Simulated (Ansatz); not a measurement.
`OC[NH][AlH2]` and `FC[NH][AlH2]` differ in one atom or group.

Ansatz, PBE0-D4/def2-TZVP geometries, multiplicity 1. Each molecule was computed in one conformer, which needn't be the lowest.

```csv
property,`OC[NH][AlH2]`
HOMO–LUMO gap (PBE0/def2-TZVPP) / eV,6.45
LUMO energy (PBE/def2-TZVPP) / eV,-1.69
HOMO energy (B3LYP/def2-TZVPP) / eV,-7.18
HOMO–LUMO gap (B3LYP/def2-TZVPP) / eV,6.02
HOMO–LUMO gap (ωB97M-V/def2-TZVPP) / eV,10.39
size of the dipole moment (ωB97M-V/def2-TZVPP) / D,0.89
```

(1) Give the same properties after the change, and the shifts. (Best estimate.)

## Answers

(1) Ansatz gave: 
| property | `FC[NH][AlH2]` | shift |
| --- | --- | --- |
| HOMO–LUMO gap (PBE0/def2-TZVPP) / eV | 6.90 | 0.45 |
| LUMO energy (PBE/def2-TZVPP) / eV | -1.79 | -0.10 |
| HOMO energy (B3LYP/def2-TZVPP) / eV | -7.69 | -0.51 |
| HOMO–LUMO gap (B3LYP/def2-TZVPP) / eV | 6.45 | 0.43 |
| HOMO–LUMO gap (ωB97M-V/def2-TZVPP) / eV | 10.86 | 0.47 |
| size of the dipole moment (ωB97M-V/def2-TZVPP) / D | 1.75 | 0.86 |

With PBE0 the HOMO falls by 0.52 eV and the LUMO falls by 0.07 eV, so the gap widens by about 0.45 eV. PBE moves the HOMO by -0.55 eV and ωB97M-V by -0.54 eV. The zero-point energy changes by -32.1 kJ/mol with -3 modes. Dipoles are sizes alone; their direction can turn.

B3LYP here is the variant with VWN-RPA as its local correlation; programs differ in this.
